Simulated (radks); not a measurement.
Values are calculated unless marked as measured or tabulated.
Coulomb parameter of the 3d shell of neutral iron in the model configuration [Ar] 3d4.5 4s2 4p1.5, as a second difference U = [E(n + 0.5) + E(n - 0.5) - 2 E(n)] / (0.5)^2 with all orbitals relaxed. "Bare": the charge of the atom changes with n. "Screened": the 4p shell takes up the change at fixed total charge, which measures U(3d,3d) + U(4p,4p) - 2 U(3d,4p). Level of theory: scalar-relativistic Kohn-Sham, PBEsol, spin-unpolarised, spherical densities, finite nucleus; Fermi nuclear charge, rms radius 3.7377 fm (a radial shooting solver on a logarithmic mesh with Libxc functionals). Estimate both.

Answer. U(bare) = 13.981 eV, U(screened by 4p) = 6.147 eV, against the Slater integral F0(3d,3d) = 25.292 eV with frozen orbitals. The step up makes a negative ion, whose loosely bound charge lowers the bare value.
